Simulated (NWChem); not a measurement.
Species: pyrimidine (C4H4N2); SMILES c1cncnc1

Program: NWChem. Pople sets run with spherical d functions. The geometry was optimised at PBE0/def2-SVP. B3LYP is NWChem's, with the RPA form of VWN correlation. Ions are spin-unrestricted doublets at the neutral geometry; other ion states weren't tried.

Order these runs by computing time, cheapest first, and give rough ratios: B3LYP/6-31G*; B3LYP/STO-3G; B3LYP/6-311++G**.

B3LYP/STO-3G (1), B3LYP/6-31G* (4), B3LYP/6-311++G** (20). Ratios are rough, from one shared machine; the cheapest took about 2.9 core-seconds (a rough figure). What differs between the cheapest and the dearest: vertical ionisation energy, ΔSCF (eV) 7.65 → 9.61; −ε(HOMO) (eV) 4.56 → 7.26; ΔSCF minus −ε(HOMO) (eV) 3.09 → 2.35.
